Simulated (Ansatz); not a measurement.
Cartesian coordinates in Å:
```
C -0.9121 1.2944 1.2765
C -0.3809 0.5277 0.5161
Ge 0.3899 -0.6736 -0.7045
F 1.7679 0.0807 -1.4041
F 1.0161 -2.0098 0.1785
H -1.3739 1.9748 1.9558
H -0.5070 -1.1943 -1.8183
```

Total charge 0; spin multiplicity 1.

Question: List the r2SCAN/def2-TZVPP orbital energies in eV (Ansatz 0.2.0). (Estimate.)

Answer: Computed: Occupied: -10836.16, -1351.10, -1201.17, -1201.16, -1201.14, -665.96, -665.96, -274.15, -273.81, -169.44, -119.18, -119.15, -119.07, -33.12, -32.79, -32.40, -32.37, -32.35, -30.53, -29.82, -20.31, -15.83, -14.27, -11.91, -11.76, -11.50, -10.19, -10.14, -9.93, -9.34, -8.15, -8.12. Lowest empty: -1.65, -1.46, -0.05, 1.39, 1.50, 2.39, 3.20, 3.78.
